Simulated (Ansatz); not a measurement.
Stepwise reaction of `C[O][Al]([NH2])[NH2]` with hydrogen chloride, as a gas-phase model of exchange steps in deposition or etching. ΔE in kJ/mol; ΔG adds harmonic PBE0-D4 terms to CCSD(T)/CBS, at 1 bar.

Computed with Ansatz on PBE0-D4/def2-TZVP structures; ΔE is electronic, products minus reactants. CCSD(T)/CBS is the MP2 limit (def2-TZVPP, def2-QZVPP) plus CCSD(T) − MP2 in def2-TZVPP, frozen cores. This one scheme is used for every species. Functionals use def2-TZVPP. B3LYP here is the variant with VWN-RPA as its local correlation; programs differ in this. Each species was taken in one conformer, which may not be the lowest.

```json
{"step": "1", "reaction": "`C[O][Al]([NH2])[NH2]` + HCl → `C[O][Al]([NH2])[Cl]` + NH₃", "PBE-D4": "-87.8", "B3LYP-D4": "-86.1", "ωB97M-V": "-88.0", "CCSD(T)/CBS": "-86.9", "ΔG(600 K)": "-68.9"}
{"step": "2", "reaction": "`C[O][Al]([NH2])[Cl]` + HCl → `C[O][Al]([Cl])[Cl]` + NH₃", "PBE-D4": "-66.3", "B3LYP-D4": "-64.2", "ωB97M-V": "-65.8", "CCSD(T)/CBS": "-66.8", "ΔG(600 K)": "-59.1"}
```

(1) By hand: ΔE of the 2 steps together at CCSD(T)/CBS.

Results:

(1) (-86.9) + (-66.8) = -153.7 kJ/mol, or -76.8 kJ/mol a step.

In ΔE each step is higher than the one before. All are downhill at CCSD(T)/CBS. ΔG lies between -68.9 and -59.1 kJ/mol a step. PBE-D4 differs from CCSD(T)/CBS by -0.9 to 0.5 kJ/mol a step. Isolated molecules leave out the surface, adducts and barriers. Largest T1 diagnostic: 0.010.
